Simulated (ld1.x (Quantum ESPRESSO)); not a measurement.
# aluminium (Al): variants of one TM potential

Base potential:

* Element: aluminium
* Generator: ld1.x (Quantum ESPRESSO) 7.5
* Type: norm-conserving Troullier–Martins (Kleinman–Bylander form)
* Functional: revPBE
* Relativity: scalar-relativistic
* Frozen core: [Ne]
* Valence charge: 3
* Reference configuration: 3s2 3p1
* Partial waves: 3s (bound): rc 1.55 bohr; 3p (bound): rc 1.80 bohr
* Local potential: all-electron potential smoothed inside 1.25 bohr (lloc = -1)
* Core correction: a·sin(br)/r model core inside 1.45 bohr

All-electron outer shells of the reference configuration (revPBE, scalar-relativistic, ld1.x):

```
shell  level (eV)  outermost node (bohr)  outermost maximum (bohr)
   2s     -108.28                   0.16                      0.50
   2p      -69.62                      –                      0.43
   3s       -7.72                   0.80                      2.11
   3p       -2.70                   0.82                      2.64
```

Cutoffs, loose and tight: the cutoffs (Ry, on a coarse ladder) from which the occupation-weighted sum of valence levels, in a spherical-Bessel basis at the reference potential, stays within 10 and 1 mRy of its value at 400 Ry. They do not see the model core or the augmentation charge, which bear on the density cutoff. Test errors are all-electron minus pseudo excitation energies from the reference, over the configurations 3s2 3p0; 3s1 3p0; 3s2 3p0.5; 3s1 3p2; 3s2 3p1.3; 3s1 3p1; 3s0 3p3. A dash means not determined; rows that change the core or the reference have their own tests.

A true bound ghost makes a file unfit for plane-wave use even where its test errors are small: the radial tests pick states by their node count and pass the ghost by.

```csv
change,outcome,"cutoff, loose","cutoff, tight",bound ghosts,largest test error (meV)
base,generated,21 Ry,50 Ry,none,+45
local potential all-electron potential smoothed inside 0.78 bohr (lloc = -1),generated,25 Ry,50 Ry,s,+15
local potential all-electron potential smoothed inside 0.94 bohr (lloc = -1),generated,30 Ry,50 Ry,s,+14
local potential all-electron potential smoothed inside 1.12 bohr (lloc = -1),generated,12 Ry,50 Ry,none,+99
local potential all-electron potential smoothed inside 1.36 bohr (lloc = -1),generated,18 Ry,50 Ry,none,+49
local potential all-electron potential smoothed inside 1.62 bohr (lloc = -1),generated,21 Ry,50 Ry,none,+33
local potential all-electron potential smoothed inside 1.78 bohr (lloc = -1),generated,21 Ry,50 Ry,none,+32
local potential all-electron potential smoothed inside 2.02 bohr (lloc = -1),generated,21 Ry,50 Ry,none,+33
```

Reading the sweep of the rcloc (base included, trends over the rows without a ghost): The loose cutoff rises from 12 Ry at 1.12 to 21 Ry at 2.02 bohr, with one reversal. The median size of the test errors (rows with all tests solved) is not monotonic: lowest 2.0 meV at 1.78 bohr, highest 6.7 meV at 1.12 bohr. Bound ghosts are found at 0.78, 0.94 bohr.
